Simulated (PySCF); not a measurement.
Species: C3H10FSi3 (doublet state).
Cartesian coordinates in Å at the GFN2-xTB level; atoms count from 1:
```xyz
17
C3H10FSi3 angstrom
F      1.6843    1.1014    1.4378
C      1.7011    0.7156    0.0789
Si     0.3787    1.7558   -0.8445
C     -1.3441    1.2866   -0.1924
Si    -1.7127   -0.5764   -0.3114
C     -0.3359   -1.5354    0.5847
Si     1.4255   -1.1793   -0.0201
H      2.7053    0.9759   -0.2664
H      0.6675    3.1918   -0.7052
H     -2.1048    1.8460   -0.7342
H     -1.4135    1.6026    0.8508
H     -3.0100   -0.8858    0.3130
H     -1.7499   -0.9683   -1.7275
H     -0.3885   -1.3082    1.6498
H     -0.5303   -2.6029    0.4949
H      2.4201   -1.8655    0.8146
H      1.6001   -1.5418   -1.4326
```

The hyperfine couplings belong to this conformer and change with its torsions.

As a line formula: `F[C@@H]1[SiH]C[SiH2]C[SiH2]1` [radical].

Computed, not measured: UKS B3LYP, pcH-1 on C F H Si, non-relativistic, mean-field spin-orbit, GIAO in PySCF. Geometry: GFN2-xTB, one conformer, isolated molecule. A GFN2-xTB geometry isn't a minimum of the functional, and hyperfine couplings can be far from their values at a DFT geometry, by a factor of two or more for some ions and for spin on atoms past the first row.

Question: How many α and β electrons are there, and what is ⟨S²⟩ of the pure spin state?

Answer: Nα = 40, Nβ = 39 (79 in all), and S(S+1) = 0.75 for S = 1/2.

Mulliken spin populations, one withheld:

```
atom            bound to  population
  F1                  C2     +0.0270
  C2    F1, Si3, Si7, H8     +0.0130
 Si3          C2, C4, H9     +0.9374
  C4  Si3, Si5, H10, H11     -0.0035
 Si5    C4, C6, H12, H13     -0.0049
  C6  Si5, Si7, H14, H15     +0.0006
 Si7    C6, C2, H16, H17     -0.0016
  H8                  C2     -0.0029
  H9                 Si3     +0.0118
 H10                  C4     -0.0015
 H11                  C4           ?
 H12                 Si5     -0.0003
 H13                 Si5     +0.0006
 H14                  C6     -0.0001
 H15                  C6     +0.0002
 H16                 Si7     -0.0003
 H17                 Si7     +0.0018
```

Question: Fill in the missing population.

Answer: The populations add up to Nα − Nβ = 1, and the others sum to 0.9773, so H11 holds +0.023.

Question: Sum the populations by element and by sign.

Answer: Silicon +0.93, hydrogen +0.03, fluorine +0.03, carbon +0.01. The positive populations sum to 1.02, the negative ones to -0.02.

Question: The run gives ⟨S²⟩ = 0.7517. What does that say of the overlap of α and β orbitals, and of the weight of higher spin?

Answer: For a single determinant ⟨S²⟩ = S(S+1) + Nβ − Σ|⟨iα|jβ⟩|², so the squared overlaps of occupied orbitals sum to 39 − 0.0017 = 38.9983. If the quartet state (S + 1) were the only admixture, its weight would be 0.0017/(2S + 2) = 0.06 %. For Kohn–Sham this describes the determinant of the orbitals, not the true wave function.

Question: What Fermi-contact NMR shifts do the couplings of C2, C4, Si5, C6, Si7, H8, H9 imply at 350 K (Curie law, g = gₑ)?

Answer: δ = a_FC·h·gₑ μB S(S+1)/(3 g_N μN kT), with k/h = 20836.6 MHz/K:

| nuclei | isotope | a_FC (MHz) | g_N | contact shift (ppm) |
| --- | --- | --- | --- | --- |
| C2 | 13C | 59.10 | 1.4048 | +5302 |
| C4 | 13C | 22.53 | 1.4048 | +2022 |
| Si5 | 29Si | -4.81 | -1.1106 | +546 |
| C6 | 13C | 0.66 | 1.4048 | +59 |
| Si7 | 29Si | 3.10 | -1.1106 | -352 |
| H8 | 1H | -3.46 | 5.5857 | -78 |
| H9 | 1H | 51.95 | 5.5857 | +1172 |

The sign follows the spin density at the nucleus: positive density means a positive shift.
